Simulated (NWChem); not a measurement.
## Atomisation of CH$_{7}$AlO$_{2}$

```xyz
11

Al    -1.0790    -0.0036    -0.4462
H     -2.2522    -0.3697     0.5739
H     -1.0945    -0.6344    -1.9148
O     -0.3430     1.5648    -0.2474
H     -0.7784     2.2802     0.2242
C      1.6847    -0.4590     0.8107
O      0.5213    -1.0318     0.1837
H      1.9260    -1.0099     1.7323
H      1.4215     0.5832     1.0252
H      2.5393    -0.4769     0.1178
H      0.7314    -1.8349    -0.3128
```
Charge 0, spin multiplicity 1.

Everything below was run with NWChem. Structure: optimised with B3LYP/def2-SVP, a minimum by its harmonic frequencies. It is one conformer; others weren't searched.

Basis set: def2-TZVP. The atomisation energy is electronic alone: no zero-point, thermal, spin-orbit or counterpoise terms. No value is extrapolated to the basis-set limit. Free atoms are single determinants with multiplicities Al 2, H 2, O 3, C 3.

B3LYP has NWChem's definition, with VWN1-RPA local correlation. The structure started from a generated list of species. The stability of the SCF solutions was not checked.

**Question.** Order these methods by the atomisation energy they give, lowest first: B3LYP, PBE0, LDA (SVWN5), BP86, PBE.

**Answer.** PBE0 (881.3 kcal/mol), B3LYP (887.8 kcal/mol), PBE (896.3 kcal/mol), BP86 (912.1 kcal/mol), LDA (SVWN5) (1016.0 kcal/mol)
